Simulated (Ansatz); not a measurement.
Two structures of GeH5ClO, closed shell, reached by relaxing down either side of one saddle point (PBE0-D4/def2-TZVP). Energies are electronic, without zero-point energy. Ansatz 0.2.0; basis: def2-TZVPP and def2-QZVPP; cores frozen in the correlated methods. Filled d shells of the heavier atoms are correlated. The def2 sets are not built for correlating such inner shells, so the correlated values are less sure here. Extrapolation: Hartree–Fock as exp(−7.88 √X), correlation as X^−2.97. First:

```
8
angstrom
Ge -0.6802 -0.7216 0.5833
O 0.2046 0.8147 0.2614
H -1.8865 -0.8050 -0.3647
H 0.3648 -1.7991 0.3013
H -1.1362 -0.7099 2.0503
H 1.3356 0.8465 -1.0624
Cl 2.1421 0.7743 -2.0935
H -0.3440 1.6000 0.3242
```

Second:

```
8
angstrom
Ge -0.6041 -1.1108 -0.2706
O 1.0094 1.4388 0.9481
H -1.3049 -2.3046 -0.9327
H 0.5606 -1.5487 0.6143
H -1.6027 -0.1986 0.4412
H 1.1607 1.4363 -0.0028
Cl 0.2348 0.0269 -1.9221
H 0.5464 2.2607 1.1244
```

**Question.** Which bonds change from the first to the second?

**Answer.** GeH₄O ([OH][GeH3]) + HCl → GeH₃Cl ([Cl][GeH3]) + H₂O; bonds formed: Ge1–Cl7, O2–H6; bonds broken: Ge1–O2, H6–Cl7.

**Question.** Give the saddle point's structure and its height above each. (An estimate is asked for; the value comes from the calculation.)

**Answer.** Computed: 0.717 eV above the first and 1.150 eV above the second (CCSD(T) at an estimated basis limit (MP2 extrapolated from triple and quadruple zeta, plus CCSD(T) − MP2 in triple zeta)).
```tsv
atom	x (Å)	y (Å)	z (Å)
Ge1	-0.3800	-0.7350	0.1417
O2	0.4847	1.0628	0.5003
H3	-1.4750	-0.8412	-0.9195
H4	0.5995	-1.8776	0.3766
H5	-1.1292	-0.4848	1.4872
H6	0.9174	1.1454	-0.4135
Cl7	1.1043	-0.0601	-1.8563
H8	-0.1217	1.7905	0.6835
```

No T1 diagnostic of these runs exceeds 0.012.

Hydrogen chloride, the by-product of chloride precursors, can attack films and sites by steps of this kind.

Labels in which every atom is bracketed show which atoms are joined, not bond orders.

For scale, one of the runs: CCSD(T)/def2-TZVPP, 191 basis functions, launched by `ansatz run in.yaml --threads 4 --pin off --events-out ev --progress --plain --max-ram 9574MiB`. The run took 50 s on 4 CPU threads of an Arm Neoverse V1 (shared host), with 2.1 GiB of host memory at its peak.
